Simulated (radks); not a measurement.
The numbers below are computed, except where a source is named.
Initial-state core-level shifts of the silver ion Ag+ when its valence configuration changes from [Kr] 4d10. Code: a radial shooting solver on a logarithmic mesh with Libxc functionals. Model: Dirac Kohn-Sham, PBE, spin-unpolarised, spherical densities, point nucleus; open shells are shared between the two j in proportion to 2j + 1. Shifts are changes of the shell-averaged eigenvalues in eV (positive: less bound).

4d9.5 5p0.5: 1s -3.089; 2s -3.185; 3p -3.162; 3d -3.170
4d9 5s0.5 5p0.5: 1s -5.492; 2s -5.729; 3p -5.657; 3d -5.678
4d9.5 5s0.5: 1s -2.290; 2s -2.413; 3p -2.379; 3d -2.389
4d9 5p1: 1s -6.257; 2s -6.469; 3p -6.408; 3d -6.427
4d8 5p2: 1s -12.812; 2s -13.312; 3p -13.128; 3d -13.177
4d8 5s2: 1s -9.873; 2s -10.454; 3p -10.232; 3d -10.288
4d8.5 5p1.5: 1s -9.499; 2s -9.846; 3p -9.732; 3d -9.764
4d6.5 5s2 5p1.5: 1s -20.517; 2s -21.640; 3p -21.105; 3d -21.225
4d6 5p4: 1s -26.750; 2s -28.041; 3p -27.392; 3d -27.538
